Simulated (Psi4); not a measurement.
CHOS, charge +1, singlet, at a GFN2-xTB geometry. Base run: Psi4 with PBE0/def2-SV(P).

The Psi4 input:
```
memory 2 GB

molecule mol {
1 1
O    -0.051685    0.007582   -1.622180
C     0.028890   -0.021204   -0.402282
S    -0.022332    0.026657    1.103045
H     0.597450   -0.359945   -2.257586
}

set {
  basis def2-sv(p)
  reference rks
}

energy('pbe0')
print_variables()
```

Each row names what was changed in the base input (with any setting that the change needs).

```csv
change,basis functions,E (Eh)
base,48,-511.29115
basis = 3-21G,33,-508.88278
basis = pcseg-1,51,-511.46478
basis = 6-31G*,51,-511.48846
basis = cc-pVDZ,51,-511.52217
basis = cc-pV(D+d)Z,56,-511.52800
basis = 6-31+G*,…,…
basis = 6-311G**,…,…
basis = aug-cc-pVDZ,…,…
basis = pcseg-2,108,-511.57895
basis = cc-pV(T+d)Z,113,-511.57689
basis = def2-TZVPD,…,…
basis = def2-QZVP,214,-511.59368
```

Q: Some entries are withheld; supply them.

A: 
- basis = 6-31+G*, basis functions: 63
- basis = 6-31+G*, E (Eh): -511.49153
- basis = 6-311G**, basis functions: 68
- basis = 6-311G**, E (Eh): -511.54802
- basis = aug-cc-pVDZ, basis functions: 82
- basis = aug-cc-pVDZ, E (Eh): -511.53149
- basis = def2-TZVPD, basis functions: 132
- basis = def2-TZVPD, E (Eh): -511.57539

Totals compare only among sets that treat the same electrons; sets with core potentials leave the core out.
